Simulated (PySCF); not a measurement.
Compound: Si(vinyl)4, C8H12Si.
Bonds: Si1–C2, Si1–C7, Si1–C12, Si1–C17, C2–C3, C7–C8, C12–C13, C17–C18. Hydrogens: H4 on C2; H5, H6 on C3; H9 on C7; H10, H11 on C8; H14 on C12; H15, H16 on C13; H19 on C17; H20, H21 on C18.

The closed-shell ground state was solved at several levels (PySCF, density fitting, gas phase, non-relativistic). One conformer (not necessarily the lowest) at the PBE0-D3(BJ)/def2-SVP geometry, without solvent, vibrations or thermal averaging.

```tsv
level	basis functions	HOMO (eV)	LUMO (eV)	gap (eV)	dipole (D)
KT2/pcSseg-1	220	-6.50	-1.86	4.64	0.05
PBE0/pcSseg-1	220	-7.60	-0.90	6.70	0.06
```

(1) What might wB97X-D/def2-SVPD (280 basis functions) give for the same quantities?

(2) Over all these levels, which gives the widest orbital gap and which the narrowest?

(3) How far do the dipole and the HOMO energy spread over the levels?

Answers

(1) HOMO -9.45 eV, LUMO 0.80 eV, gap 10.25 eV, dipole 0.05 D.

(2) wB97X-D/def2-SVPD (range-separated hybrid) has the widest, 10.25 eV, and KT2/pcSseg-1 (GGA) the narrowest, 4.64 eV. Functional and basis both differ between the two, so the spread mixes both effects.

(3) The dipole runs from 0.05 to 0.06 D (mean 0.05 D) and the HOMO from -9.45 to -6.50 eV.
